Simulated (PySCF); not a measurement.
**Two-component Hartree-Fock for Sm²²⁺ (samarium, charge +22)**

Start: [Kr] 4d4; 4d3/2 filled at m_j = -3/2, -1/2, +1/2, +3/2. Calculated with PySCF 2.14 in an uncontracted even-tempered set (18 s from 1.5 bohr⁻², ratio 2.8; 14 p from 2 bohr⁻², ratio 2.8; 9 d from 2 bohr⁻², ratio 2.8; 4 f from 8.2 bohr⁻², ratio 3): generalised Hartree-Fock with the X2C-1e Hamiltonian and a Gaussian nucleus; spin-orbit coupling (SO) screened by Boettger's factors.

```csv
spinor shell,electrons,"ε, screened SO (eV)",weight of nominal j (screened SO),"rms radius, screened SO (bohr)"
1s1/2,2,-47701.8,1.000,0.0259
2s1/2,2,-8449.0,1.000,0.105
2p1/2,2,-8028.9,1.000,0.0900
2p3/2,4,-7418.2,1.000,0.0961
3s1/2,2,-2383.7,1.000,0.271
3p1/2,2,-2203.5,1.000,0.262
3p3/2,4,-2075.0,1.000,0.274
3d3/2,4,-1768.2,1.000,0.245
4s1/2,2,-931.05,1.000,0.578
4p1/2,2,-861.49,1.000,0.586
4p3/2,4,-815.54,1.000,0.610
4d3/2,4,-702.86,1.000,0.619
```

Task: Where does 3d5/2 lie, and what is the 3d spin-orbit splitting (screened SO)?

Result: At -1735.9 eV, 32.278 eV above 3d3/2.

```json
{"quantity": "E (hartree)", "screened SO": "-10221.02459"}
{"quantity": "M_J", "screened SO": "0"}
{"quantity": "⟨J²⟩", "screened SO": "0.000"}
{"quantity": "⟨L²⟩", "screened SO": "2.437"}
{"quantity": "⟨S²⟩", "screened SO": "2.437"}
```

Breit and QED terms are absent; they matter most for the inner s and p1/2 levels.

Densities and radii are taken from the X2C orbitals without a picture-change correction, which distorts them close to the nucleus.
